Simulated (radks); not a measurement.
Spin polarisation of the 5d8 shell in the platinum ion Pt2+. Start: [Xe] 4f14 5d(up 4, down 4); electrons of 5d are moved from spin down to spin up, other shells keep equal spins. Calculated with a radial shooting solver on a logarithmic mesh with Libxc functionals: non-relativistic Kohn-Sham, LDA (Slater exchange, Perdew-Wang correlation), spin-polarised, spherical densities, point nucleus.

moment (Bohr magnetons),E - E(0) (eV),e(5d up) (eV),e(5d down) (eV),5p down minus up (eV)
0,0.000,-26.904,-26.904,0.000
0.5,-0.036,-27.047,-26.756,0.287
1,-0.146,-27.184,-26.601,0.575
1.5,-0.328,-27.314,-26.440,0.863
2,-0.583,-27.440,-26.272,1.152

At moment 2 the spin-polarisation energy is -0.583 eV and the 5d exchange splitting 1.168 eV, that is 0.584 eV per Bohr magneton; E = -I m^2/4 would give I = 0.583 eV.
